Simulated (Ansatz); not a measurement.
The lowest singlet and triplet of S2 (SMILES S=S); geometries from B3LYP-D3(BJ)/def2-TZVP, each state relaxed from the structure named, with no frequency check, low spin by broken symmetry.
Singlet (charge 0, multiplicity 1):
```xyz
2

S      0.0000     0.0000    -0.9522
S      0.0000     0.0000     0.9522
```

A positive gap puts the triplet lower; no zero-point energy. R- takes a restricted singlet, here one determinant of a half-filled degenerate or near-degenerate pair, which mixes singlet states. U- takes an unrestricted singlet (broken symmetry where lower, unprojected). The triplet is unrestricted in single-reference levels. Active spaces average the two states.

Frozen-core correlation.

Run with Ansatz (Gaussian orbitals). 

| level | gap E(singlet) − E(triplet), vertical, at the singlet's geometry (kcal/mol) |
|---|---|
| R-SVWN5/def2-TZVPP | 20.71 |
| U-SVWN5/def2-TZVPP (spin-contaminated) | 5.62 |
| U-BHLYP/def2-TZVPP (spin-contaminated) | 5.42 |
| U-wB97X-V/def2-TZVPP (spin-contaminated) | 5.20 |
| U-wB97M-V/def2-TZVPP (spin-contaminated) | 6.27 |
| R-B2PLYP/def2-TZVPP | 21.64 |
| U-B2PLYP/def2-TZVPP (spin-contaminated) | 5.69 |
| R-MP2/cc-pV(T+d)Z | 19.12 |
| FIC-MRCISD+Q on SA-CASSCF(12,8)/cc-pV(D+d)Z | ___ |

What belongs in the gaps?


- FIC-MRCISD+Q on SA-CASSCF(12,8)/cc-pV(D+d)Z, gap E(singlet) − E(triplet), vertical, at the singlet's geometry (kcal/mol): 14.17

Doubts at one or more of the structures used: a restricted determinant that unrestricted orbitals would lower (R-SVWN5/def2-TZVPP, R-B2PLYP/def2-TZVPP, R-MP2/cc-pV(T+d)Z).

Ansatz is a quantum-chemistry and plane-wave program.
